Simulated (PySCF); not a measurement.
Isomers of C2H8O2SiTe, mass 221.936 u with the commonest isotopes. Theory: PySCF 2.14.0, PBE0-D3(BJ)/def2-SVP geometry optimisation, gas phase, def2 core potentials past Kr. One conformer each, none proved a minimum here; rigid rotors.

Question: Order these by radius of gyration √(Σ m r²/M), smallest first.
A. `[CH3:1][Te:2][CH2:3][SiH:4]([OH:5])[OH:6]` with C1–Te2–C3–Si4 -75°, Te2–C3–Si4–O5 -179°, C3–Si4–O5–H 100°, C3–Si4–O6–H 166°
B. `[CH3:1][O:2][SiH2:3][Te:4]([CH3:5])=[O:6]` with C1–O2–Si3–Te4 -173°, O2–Si3–Te4–C5 66°
C. `[CH3:1][Te:2](=[O:3])[CH2:4][O:5][SiH3:6]` with C1–Te2–C4–O5 -53°, Te2–C4–O5–Si6 -178°

Answer: B (1.797 Å), A (1.892 Å), C (1.912 Å).

Question: Order these by dipole moment, smallest first.
A. `[CH3:1][O:2][SiH2:3][Te:4]([CH3:5])=[O:6]` with C1–O2–Si3–Te4 -173°, O2–Si3–Te4–C5 66°
B. `[CH3:1][Te:2][CH2:3][SiH:4]([OH:5])[OH:6]` with C1–Te2–C3–Si4 -75°, Te2–C3–Si4–O5 -179°, C3–Si4–O5–H 100°, C3–Si4–O6–H 166°
C. `[CH3:1][Te:2](=[O:3])[CH2:4][O:5][SiH3:6]` with C1–Te2–C4–O5 -53°, Te2–C4–O5–Si6 -178°

Answer: B (1.89 D), C (4.24 D), A (4.86 D).

Question: Order these by out-of-plane moment Σ m c² = (Ia + Ib − Ic)/2, largest first.
A. `[CH3:1][Te:2](=[O:3])[CH2:4][O:5][SiH3:6]` with C1–Te2–C4–O5 -53°, Te2–C4–O5–Si6 -178°
B. `[CH3:1][Te:2][CH2:3][SiH:4]([OH:5])[OH:6]` with C1–Te2–C3–Si4 -75°, Te2–C3–Si4–O5 -179°, C3–Si4–O5–H 100°, C3–Si4–O6–H 166°
C. `[CH3:1][O:2][SiH2:3][Te:4]([CH3:5])=[O:6]` with C1–O2–Si3–Te4 -173°, O2–Si3–Te4–C5 66°

Answer: C (47.45 u·Å²), A (40.11 u·Å²), B (25.24 u·Å²).

| SMILES | point group | Ia (u·Å²) | Ib (u·Å²) | Ic (u·Å²) | κ | μa (D) | μb (D) | μc (D) |
| --- | --- | --- | --- | --- | --- | --- | --- | --- |
| C[Te](=O)CO[SiH3] | C1 | 122.96 | 728.75 | 771.49 | -0.98 | 3.47 | 1.52 | 1.89 |
| CO[SiH2][Te](C)=O | C1 | 146.84 | 617.04 | 668.99 | -0.95 | 3.84 | 2.66 | 1.31 |
| C[Te]C[SiH](O)O | C1 | 146.14 | 673.58 | 769.23 | -0.93 | 1.79 | 0.35 | 0.51 |
